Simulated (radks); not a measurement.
Effect of the nuclear size on the argon ion Ar9+, [He] 2s2 2p5. All-electron calculation, Dirac Kohn-Sham, exchange-only LDA, spin-unpolarised, spherical densities, finite nucleus; open shells are shared between the two j in proportion to 2j + 1; Fermi nuclear charge, rms radius 3.4274 fm. Program: a radial shooting solver on a logarithmic mesh with Libxc functionals. The rms radius is varied about that value; shifts are against it.

| rms radius (fm) | total energy shift (eV) | density at nucleus (e/bohr^3) | 1s1/2 shift (meV) | 2s1/2 shift (meV) | 3s1/2 (empty) shift (meV) |
|---|---|---|---|---|---|
| 2.7522 | -0.00656 | 4318 | -2.78 | -0.231 | -0.048 |
| 3.2972 | -0.00137 | 4301 | -0.582 | -0.048 | -0.010 |
| 3.4274 | 0 | 4298 | 0.000 | 0.000 | 0.000 |
| 3.633 | 0.00227 | 4293 | 0.963 | 0.080 | 0.017 |
| 4.2431 | 0.00978 | 4279 | 4.14 | 0.344 | 0.071 |

Slopes of the eigenvalues against <r^2> in GHz/fm^2, as finite differences over the two radii next to the reference (eigenvalue slopes, not the field-shift constants of lines): 1s1/2 161, 2s1/2 13.3.
